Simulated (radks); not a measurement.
Q: Coherent X-ray form factor from a spherical all-electron density. All-electron calculation, scalar-relativistic Kohn-Sham, r2SCAN, spin-polarised, spherical densities, finite nucleus; meta-GGA in the generalised Kohn-Sham scheme; Fermi nuclear charge, rms radius of each element as measured or else 0.836 A^(1/3) + 0.57 fm. Program: a radial shooting solver on a logarithmic mesh with Libxc functionals.

sin(theta)/lambda (1/angstrom)  f0 (electrons)
0.05                                    46.716
0.1                                     45.888
0.15                                    44.578
0.2                                     42.880
0.25                                    40.903
0.3                                     38.756
0.4                                     34.331
0.5                                     30.182
0.6                                     26.608
0.8                                     21.398
1                                       18.180
1.25                                    15.467
1.5                                     13.159
2                                        9.174

The species is in the configuration that NIST lists as its ground one. Which atom or ion scatters so?

A: The barium ion Ba9+, [Kr] 4d10 5s1. Extrapolating in s^2 from the first two rows gives f0(0) = 47.0, near the electron count 47; among species with that count, the fall with angle is slower the higher Z, and the table is that of Z = 56; from so few rows the species is fixed only to a neighbour or two.
